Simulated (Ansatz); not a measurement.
Reaction (ligand exchange at a B–Te bond): `OB[TeH]` + HCl → `OBCl` + H₂Te

Gas-phase electronic energies from Ansatz, PBE0-D4/def2-TZVP geometries. CBS: MP2 limit from def2 TZ/QZ plus the TZ coupled-cluster correction, frozen cores. This one scheme is used for every species. Functionals use def2-TZVPP. B3LYP here is the variant with VWN-RPA as its local correlation; programs differ in this. HSE06 is defined as in plane-wave codes. Elements past krypton have def2 core potentials. For Te outer-core shells are correlated without core-valence functions, which leaves a few kJ/mol of doubt a bond. Each species was taken in one conformer, which may not be the lowest.

`OB[TeH]`:

Cartesian coordinates in Å:
```
O -0.439 -0.479 1.475
B -0.403 -0.200 0.158
Te 1.305 0.711 -0.821
H 0.345 -0.252 1.981
H -1.361 -0.469 -0.500
H 0.552 0.689 -2.292
```

HCl:

Cartesian coordinates in Å:
```
Cl 0.551 0.320 -0.052
H -0.551 -0.320 0.052
```

`OBCl`:

Z-matrix (Å, degrees):
```
B
O 1 1.340
Cl 1 1.766 2 121.0
H 1 1.189 2 119.8 3 -180.0
H 2 0.963 1 113.9 3 -0.0
```

H₂Te:

Z-matrix (Å, degrees):
```
Te
H 1 1.656
H 1 1.656 2 90.4
```

(1) Is it downhill or uphill in electronic energy at CCSD(T)/CBS, and by how much? (An estimate is asked.)

(2) What do these levels give: LDA (SPW92), r2SCAN-D4, B3LYP-D4, BHLYP-D4, ωB97M-V, revPBE, BLYP, r2SCANh, HSE06, SCS-MP2/def2-TZVPP, HF/def2-QZVPP, MP2/CBS(def2)? (An estimate is asked.)

Largest T1 diagnostic among the species: 0.013.

## Answers

(1) Computed: Downhill: ΔE = -10.9 kcal/mol.

(2) Ansatz gave: LDA (SPW92) -11.8, r2SCAN-D4 -12.0, B3LYP-D4 -12.4, BHLYP-D4 -13.0, ωB97M-V -13.1, revPBE -11.4, BLYP -12.9, r2SCANh -12.2, HSE06 -11.9, SCS-MP2/def2-TZVPP -11.6, HF/def2-QZVPP -14.9, MP2/CBS(def2) -10.2 kcal/mol.

At CCSD(T), def2-SVP lies −4.1 kcal/mol from the extrapolated value and def2-TZVPP −0.7 kcal/mol. In def2-TZVPP, CCSD(T) changes the Hartree–Fock value by +3.4 kcal/mol (the triples alone add +0.5 kcal/mol) and MP2 by +4.1 kcal/mol.
